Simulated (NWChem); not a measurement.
System: C5H5N; SMILES C=C1C=NC=C1

Input file for NWChem:

```
start job
memory heap 200 mb stack 900 mb global 1100 mb
geometry units angstroms
  C      2.088777     0.339065     0.177915
  C      0.771099     0.157112     0.077228
  C     -0.323790     1.071118     0.378690
  C     -1.456592     0.400279     0.106131
  N     -1.206676    -0.902869    -0.358383
  C      0.064670    -1.053755    -0.379284
  H      2.507976     1.269638     0.525481
  H      2.784865    -0.440502    -0.085442
  H     -0.213958     2.072619     0.743702
  H     -2.477258     0.723191     0.195852
  H      0.532821    -1.967520    -0.697262
end
basis spherical
  * library 6-31g*
end
dft
  xc b3lyp
  iterations 150
end
driver
  maxiter 120
end
task dft optimize
task dft freq
```

The level has its own optimisation; frequencies are unscaled. Brackets give each atom's bonded neighbours.

Problem. What results follow from this input? (B3LYP/6-31G* (spherical d).) Quantities: r C–C [C(CCC)–C(CHH)] (Å); r C–H [C(CHH)–H(C)] (Å); r C–C [C(CCC)–C(CCH)] (Å); r C–C [C(CCC)–C(CHN)] (Å); highest harmonic frequency (cm⁻¹); lowest (cm⁻¹); zero-point energy (kcal/mol); dipole (D).

Solution. 
```json
{
 "r C–C [C(CCC)–C(CHH)] (Å)": "1.344",
 "r C–H [C(CHH)–H(C)] (Å)": "1.087",
 "r C–C [C(CCC)–C(CCH)] (Å)": "1.465",
 "r C–C [C(CCC)–C(CHN)] (Å)": "1.482",
 "highest harmonic frequency (cm⁻¹)": "3269",
 "lowest (cm⁻¹)": "210",
 "zero-point energy (kcal/mol)": "54.4",
 "dipole (D)": "2.84"
}
```
